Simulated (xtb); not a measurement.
C₅H₄N (SMILES [c]1ccncc1), doublet, from a rough starting geometry; GFN2-xTB in xtb.

Here is a job for xtb.
```
$ xtb mol.xyz --gfn 2 --uhf 1 --opt vtight --json

# file mol.xyz
10

C      0.03652561     1.41759032    -0.06961487
C     -1.14681181     0.81718775    -0.03320949
C     -1.13160557    -0.65896751    -0.00063392
N     -0.01876002    -1.29203667     0.08576065
C      1.07396552    -0.69154725     0.02835570
C      1.23369114     0.65152947    -0.00451861
H     -2.05494119     1.27959905    -0.09724300
H     -2.12148091    -1.15394747     0.01085335
H      1.97904985    -1.37216231     0.05196646
H      2.23764138     1.14913951    -0.05881269
```

What the program printed (banner, timings and long lists left out):

```
   ID    Z sym.   atoms
    1    6 C      1-3, 5, 6
    2    7 N      4
    3    1 H      7-10

           -------------------------------------------------
          |                Calculation Setup                |
           -------------------------------------------------

           -------------------------------------------------
          |                 G F N 2 - x T B                 |
           -------------------------------------------------

          ...................................................
          :                      SETUP                      :
          :.................................................:
          :  # basis functions                  28          :
          :  # atomic orbitals                  28          :
          :  # shells                           16          :
          :  # electrons                        29          :
          :  max. iterations                   250          :
          :  Hamiltonian                  GFN2-xTB          :
          :  restarted?                      false          :
          :  GBSA solvation                  false          :
          :  PC potential                    false          :
          :  electronic temp.          300.0000000     K    :
          :  accuracy                    1.0000000          :
          :  -> integral cutoff          0.2500000E+02      :
          :  -> integral neglect         0.1000000E-07      :
          :  -> SCF convergence          0.1000000E-05 Eh   :
          :  -> wf. convergence          0.1000000E-03 e    :
          :  Broyden damping             0.4000000          :
          :  net charge                          0          :
          :  unpaired electrons                  1          :
          ...................................................

 iter      E             dE          RMSdq      gap      omega  full diag
   1    -15.7890680 -0.157891E+02  0.529E+00    1.97       0.0  T
   2    -15.7941247 -0.505664E-02  0.374E+00    1.36       1.0  T
   3    -15.7359051  0.582196E-01  0.262E+00    2.29       1.0  T
   4    -15.8186690 -0.827639E-01  0.822E-01    1.52       1.0  T
   5    -15.8264440 -0.777504E-02  0.209E-01    1.78       1.0  T
   6    -15.8267190 -0.274986E-03  0.890E-02    1.77       1.0  T
   7    -15.8267375 -0.184753E-04  0.455E-02    1.77       1.0  T
   8    -15.8267459 -0.845459E-05  0.191E-02    1.78       1.7  T
   9    -15.8267483 -0.238518E-05  0.711E-03    1.78       4.4  T
  10    -15.8267485 -0.158239E-06  0.250E-03    1.78      12.7  T
  11    -15.8267485 -0.245771E-07  0.138E-03    1.78      22.9  T
  12    -15.8267485 -0.984336E-08  0.207E-04    1.78     153.1  T
  13    -15.8267485 -0.257012E-09  0.921E-05    1.78     343.2  T

   *** convergence criteria satisfied after 13 iterations ***

         :::::::::::::::::::::::::::::::::::::::::::::::::::::
         ::                     SUMMARY                     ::
         :::::::::::::::::::::::::::::::::::::::::::::::::::::
         :: total energy             -15.531539372531 Eh    ::
         :: gradient norm              0.184320502130 Eh/a0 ::
         :: HOMO-LUMO gap              1.776112925648 eV    ::
         ::.................................................::
         :: SCC energy               -15.826746163935 Eh    ::
         :: -> isotropic ES            0.004897975667 Eh    ::
         :: -> anisotropic ES          0.001086655471 Eh    ::
         :: -> anisotropic XC          0.013775320774 Eh    ::
         :: -> dispersion             -0.006652290422 Eh    ::
         :: repulsion energy           0.295206791404 Eh    ::
         :: add. restraining           0.000000000000 Eh    ::
         :: total charge              -0.000000000000 e     ::
         :::::::::::::::::::::::::::::::::::::::::::::::::::::

      -----------------------------------------------------------
     |                   =====================                   |
     |                        A N C O P T                        |
     |                   =====================                   |
     |               Approximate Normal Coordinate               |
     |                Rational Function Optimizer                |
      -----------------------------------------------------------
      -----------------------------------------------------------
     |                   =====================                   |
     |                        A N C O P T                        |
     |                   =====================                   |
     |               Approximate Normal Coordinate               |
     |                Rational Function Optimizer                |
      -----------------------------------------------------------

          ...................................................
          :                      SETUP                      :
          :.................................................:
          :   optimization level         verytight          :
          :   max. optcycles                   200          :
          :   ANC micro-cycles                  20          :
          :   degrees of freedom                24          :
          :.................................................:
          :   RF solver                   davidson          :
          :   write xtbopt.log                true          :
          :   linear?                        false          :
          :   energy convergence         0.1000000E-06 Eh   :
          :   grad. convergence          0.2000000E-03 Eh/α :
          :   maxmium RF displ.          1.0000000          :
          :   Hlow (freq-cutoff)         0.1000000E-01      :
          :   Hmax (freq-cutoff)         5.0000000          :
          :   S6 in model hess.         20.0000000          :
          ...................................................

generating ANC from exact Hessian ...
Using Lindh-Hessian (1995)
[...]
 * total energy  :   -15.5315394 Eh     change       -0.3277911E-10 Eh
 * total energy  :   -15.5472613 Eh     change       -0.1572192E-01 Eh
 * total energy  :   -15.5500348 Eh     change       -0.2773522E-02 Eh
 * total energy  :   -15.5503386 Eh     change       -0.3037483E-03 Eh
 * total energy  :   -15.5504421 Eh     change       -0.1035273E-03 Eh
 * total energy  :   -15.5504569 Eh     change       -0.1481803E-04 Eh
 * total energy  :   -15.5504613 Eh     change       -0.4345098E-05 Eh
 * total energy  :   -15.5504620 Eh     change       -0.7111647E-06 Eh
 * total energy  :   -15.5504621 Eh     change       -0.1076161E-06 Eh
 * total energy  :   -15.5504621 Eh     change       -0.1219659E-07 Eh
   *** GEOMETRY OPTIMIZATION CONVERGED AFTER 10 ITERATIONS ***
         :: total energy             -15.550462086604 Eh    ::
[...]
         ::.................................................::
         :: SCC energy               -15.827337370102 Eh    ::
         :: -> isotropic ES            0.005971544259 Eh    ::
         :: -> anisotropic ES          0.000810610895 Eh    ::
         :: -> anisotropic XC          0.014090677083 Eh    ::
         :: -> dispersion             -0.006631692992 Eh    ::
         :: repulsion energy           0.276875283498 Eh    ::
         :: add. restraining           0.000000000000 Eh    ::
         :: total charge               0.000000000000 e     ::
         :::::::::::::::::::::::::::::::::::::::::::::::::::::

           -------------------------------------------------
          |                Property Printout                |
           -------------------------------------------------

    * Orbital Energies and Occupations

         #    Occupation            Energy/Eh            Energy/eV
      -------------------------------------------------------------
         1        2.0000           -0.6701144             -18.2347
       ...           ...                  ...                  ...
         3        2.0000           -0.6311124             -17.1734
         4        2.0000           -0.5937669             -16.1572
         5        2.0000           -0.5809818             -15.8093
         6        2.0000           -0.5328893             -14.5007
         7        2.0000           -0.5170585             -14.0699
         8        2.0000           -0.5148309             -14.0093
         9        2.0000           -0.5096889             -13.8693
        10        2.0000           -0.4931816             -13.4202
        11        2.0000           -0.4444493             -12.0941
        12        2.0000           -0.4348527             -11.8329
        13        2.0000           -0.4217311             -11.4759
        14        2.0000           -0.4010493             -10.9131
        15        1.0000           -0.3236265              -8.8063 (HOMO)
        16                         -0.2456266              -6.6838 (LUMO)
        17                         -0.2421379              -6.5889
        18                         -0.1070173              -2.9121
        19                          0.1247747               3.3953
        20                          0.1436302               3.9084
        21                          0.1632626               4.4426
        22                          0.1779568               4.8425
        23                          0.2911881               7.9236
        24                          0.3820407              10.3959
        25                          0.3837526              10.4424
        26                          0.4764849              12.9658
       ...                                ...                  ...
        28                          0.6323579              17.2073
      -------------------------------------------------------------
                  HL-Gap            0.0779999 Eh            2.1225 eV
             Fermi-level           -0.3234822 Eh           -8.8024 eV

     #   Z          covCN         q      C6AA      α(0)
     1   6 C        2.020    -0.072    32.971     9.274
     2   6 C        2.915    -0.025    28.637     8.775
     3   6 C        2.921     0.059    26.681     8.470
     4   7 N        1.838    -0.189    25.909     7.543
     5   6 C        2.921     0.059    26.681     8.471
     6   6 C        2.915    -0.025    28.637     8.775
     7   1 H        0.926     0.047     2.351     2.398
     8   1 H        0.925     0.049     2.327     2.385
     9   1 H        0.925     0.049     2.327     2.385
    10   1 H        0.926     0.047     2.351     2.398

 Mol. C6AA /au·bohr⁶  :       1440.837431
 Mol. C8AA /au·bohr⁸  :      35744.533394
 Mol. α(0) /au        :         60.874999

Wiberg/Mayer (AO) data.
largest (>0.10) Wiberg bond orders for each atom

 ---------------------------------------------------------------------------
     #   Z sym  total        # sym  WBO       # sym  WBO       # sym  WBO
 ---------------------------------------------------------------------------
     1   6 C    3.381 --     6 C    1.500     2 C    1.500     4 N    0.215
     2   6 C    3.986 --     1 C    1.500     3 C    1.366     7 H    0.959
                             5 C    0.117
     3   6 C    3.976 --     4 N    1.459     2 C    1.366     8 H    0.954
                             6 C    0.117
     4   7 N    3.203 --     3 C    1.459     5 C    1.459     1 C    0.215
     5   6 C    3.976 --     4 N    1.459     6 C    1.366     9 H    0.954
                             2 C    0.117
     6   6 C    3.986 --     1 C    1.500     5 C    1.366    10 H    0.959
                             3 C    0.117
     7   1 H    0.998 --     2 C    0.959
     8   1 H    0.997 --     3 C    0.954
     9   1 H    0.997 --     5 C    0.954
    10   1 H    0.998 --     6 C    0.959
 ---------------------------------------------------------------------------

Topologies differ in total number of bonds
Writing topology from bond orders to xtbtopo.mol

molecular dipole:
                 x           y           z       tot (Debye)
 q only:        0.002       0.050      -0.002
   full:        0.005       0.122      -0.005       0.310
molecular quadrupole (traceless):
                xx          xy          yy          xz          yz          zz
 q only:        3.565      -0.253      -2.164       0.052       0.031      -1.401
  q+dip:        7.517      -0.511      -4.079       0.114       0.022      -3.438
   full:        5.973      -0.492      -5.151       0.078       0.188      -0.823

optimized geometry written to: xtbopt.xyz

           -------------------------------------------------
          | TOTAL ENERGY              -15.550462086604 Eh   |
          | GRADIENT NORM               0.000034055022 Eh/α |
          | HOMO-LUMO GAP               2.122485548488 eV   |
           -------------------------------------------------
```
